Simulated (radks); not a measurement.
Results of a calculation; reference values are marked as such.
Initial-state core-level shifts of neutral rhenium when its valence configuration changes from [Xe] 4f14 5d5 6s2. Code: a radial shooting solver on a logarithmic mesh with Libxc functionals. Model: scalar-relativistic Kohn-Sham, PBE, spin-polarised, spherical densities, point nucleus; open shells are filled with parallel spins first (spin-orbit coupling, left out, can overturn this in heavy ions). Shifts are changes of the shell-averaged eigenvalues in eV (positive: less bound).

valence,2s,4s,4p,5p
4f13 5d5 6s2 6p1,-15.564,-15.688,-15.298,-7.068
4f14 5d7,+3.667,+3.639,+3.646,+3.292
4f13.5 5d5 6s2 6p0.5,-7.628,-7.717,-7.528,-3.498
4f14 5d3 6s2 6p2,-9.043,-8.913,-8.917,-8.214
4f13 5d5 6s1 6p2,-16.776,-16.909,-16.519,-8.234
4f13 5d6 6s2,-11.228,-11.393,-11.001,-3.132
4f12 5d5 6s2 6p2,-32.285,-32.296,-31.467,-14.367
4f14 5d5 6s1 6p1,-1.390,-1.398,-1.398,-1.366
4f14 5d5 6p2,-2.889,-2.913,-2.912,-2.883
